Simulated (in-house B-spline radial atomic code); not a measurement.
The niobium ion Nb³⁺ is squeezed into an impenetrable sphere of radius R (the orbitals vanish at R). Caution: exact exchange at fractional occupations of open shells leaves self-interaction of up to several eV. Method: non-relativistic PBE0, spin-polarised, spherical fractional occupations, point nucleus. Calculated with a B-spline radial code for spherical atoms.

Energies in eV above the free ion in [Kr] 4d2:

| R (bohr) | highest level (eV) | [Kr] 4d2 | [Ar] 3d10 4s2 4p5 4d3 | [Ar] 3d10 4s2 4p5 4d2 4f1 | -dE/dV in [Kr] 4d2 (GPa) |
| --- | --- | --- | --- | --- | --- |
| 9.21 | -31.5 | 0 | 32.45 | 57.44 | 7.54e-06 |
| 6.81 | -31.5 | 0.001274 | 32.45 | 57.86 | 0.00582 |
| 4.62 | -31.2 | 0.2163 | 32.68 | 60.9 | 1.95 |
| 4.26 | -30.9 | 0.4824 | 32.99 | 62.35 | 5.09 |
| 3.43 | -29 | 3.182 | 36.15 | 69.75 | 54.9 |
| 3 | -26 | 9.067 | 42.88 | 79.93 | 218 |
| 2.72 | -22.1 | 18.65 | 53.53 | 93.42 | 571 |
| 2.16 | -2.96 | 86.77 | 126.2 | 173.1 | 4560 |
| 1.91 | 16.7 | 179.1 | 222.3 | 272.1 | 12400 |
| 1.25 | 196 | 1442 | 1498 | 1528 | 277000 |

Question: Does [Ar] 3d10 4s2 4p5 4d3 fall below [Kr] 4d2 under compression?

Answer: No, it stays above over the whole range.

Question: Does [Ar] 3d10 4s2 4p5 4d2 4f1 fall below [Kr] 4d2 under compression?

Answer: No, it stays above over the whole range.

The highest level is first positive in the row R = 1.91 bohr, pushed up by confinement above the zero of the free ion's potential. Each configuration is held fixed and needn't be the lowest in the sphere.
